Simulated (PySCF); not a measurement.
Gas-phase reaction: 4 GeCl₄ + 2 C₂F₅ ⇌ 3 GeF₂ + GeF₄ + 4 CCl₄, at 1000 K and a standard pressure of 1 bar. Level: HF/def2-TZVP†.

Energies from PySCF, thermal terms from the rigid-rotor harmonic-oscillator model, ideal gas at 1 bar. † marks an energy on the PBE0/def2-TZVP geometry and frequencies. Open shells (unrestricted): C₂F₅ (multiplicity 2); the rest are closed-shell singlets. Ge: all electrons, no relativistic terms. C₂F₅: computed as isolated molecules; such fragments, hydroxides, amides, oligomers or adducts are transient or little studied in the gas. The harmonic model lacks anharmonicity and excited electronic states, which grow with temperature; levels with a mode under 35 cm⁻¹ are left out. Internal rotation in C₂F₅ is treated as a harmonic vibration of one conformer, which makes the entropy rough.

```csv
species,E (Ha),H(1000 K) − E (kJ/mol),S°(1000 K) (J/mol/K)
GeCl₄,-3913.60307,109.4,473.8
C₂F₅,-573.13476,172.7,487.3
GeF₂,-2274.41531,59.6,335.7
GeF₄,-2473.46989,112.0,418.9
CCl₄,-1875.88497,111.6,426.3
```
E: electronic energy; H − E holds the zero-point and thermal terms. 1 Ha = 2625.5 kJ/mol.

Work out ΔH°, ΔS°, ΔG° and log10 K from these numbers.

1. ΔE = 3×(-2274.41531) + 1×(-2473.46989) + 4×(-1875.88497) − 4×(-3913.60307) − 2×(-573.13476) = 0.42610 Ha = 1118.7 kJ.
2. Δ(H − E) = 3×(59.6) + 1×(112.0) + 4×(111.6) − 4×(109.4) − 2×(172.7) = -45.8 kJ, so ΔH° = 1072.9 kJ.
3. ΔS° = 3×(335.7) + 1×(418.9) + 4×(426.3) − 4×(473.8) − 2×(487.3) = 261.4 J/K; the number of gas molecules changes by +2.
4. ΔG° = ΔH° − TΔS° = 1072.9 − 1000×(261.4)/1000 = 811.5 kJ.
5. log10 K = −ΔG°/(RT ln 10) = -42.40, with RT ln 10 = 19.14 kJ/mol; at standard pressures the reactants are favoured.
6. A shift of 10 kJ in ΔE would move log10 K by 0.52 here.
For scale, ΔH°(298 K) is 1083 kJ at this level, 707 kJ at ωB97M-V/def2-TZVP†, and runs from 544 to 1129 kJ over the 18 levels computed.
